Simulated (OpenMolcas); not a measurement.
Se2+: Slater's ratio, the spin-orbit constant, worked from levels

```json
{
  "Program": "OpenMolcas",
  "Basis": "ANO-R1 [5s4p3d1f]",
  "Scalar Hamiltonian": "X2C, finite nucleus",
  "Active space": "2 electrons in 3 orbitals (4p)",
  "State averaging": "2S+1 = 3 even, 3 roots; 2S+1 = 1 even, 6 roots",
  "Spin-orbit coupling": "state interaction with AMFI integrals over the reference wave functions, term energies averaged over their components"
}
```

Methods: CASSCF; SS-CASPT2, IPEA 0.25 Eh, imaginary shift 0.1 Eh (closed shells correlated: 3d 4s). Measured levels: Moore, Atomic Energy Levels, vol. II, NSRDS-NBS 35 (1971 reprint of NBS Circular 467, 1952).

**Slater's ratio.** With one set of orbitals, p2 has 1D - 3P = 6 F2 and 1S - 1D = 9 F2 (F2 = F²/25), a ratio of 3/2. Term energies are centres of gravity, weighted by 2J + 1.

```
   Source  1D - 3P  1S - 3P  F2 from the first  Ratio
   CASSCF    12964    31700               2161  1.445
SS-CASPT2    11856    27671               1976  1.334
```

Energies in cm-1. A ratio away from 3/2 shows effects beyond one configuration with one set of orbitals, and in heavier atoms second-order spin-orbit shifts.

**The spin-orbit constant.** For the Hund term 3P of p2, E(J) = (A/2) J(J+1) + constant and ζ = 2S·A = 2A. From J = 0 to J = 2 the energy changes by 3 A.

```csv
Source,E(2) - E(0),A,ζ
CASSCF,3771.0,1257.0,2514
SS-CASPT2,3790.2,1263.4,2527
measured,3937.0,1312.3,2625
```

All in cm-1. SS-CASPT2 is off by -3.7 % and CASSCF by -4.2 %. Both methods take the spin-orbit matrix elements from the reference wave functions, so the second can move ζ only through the term energies and any multistate remixing. Second-order mixing with other terms is absorbed into this ζ.

CASPT2 does not keep the components of a term degenerate, so their means are used; among the terms shown or strongly mixed into the levels shown the widest spread is 110 cm-1 (4s2 4p2 1D, SS-CASPT2). With the s shell closed, the reference lacks s² → p² mixing. Measured partners are found by configuration, term and J. A level has none where our copy of the source lacks it or the pairing is in doubt (some pairs that miss far off the trend of their configuration count as doubtful), and it then counts in no deviation. Levels of configurations outside the active space are missing.
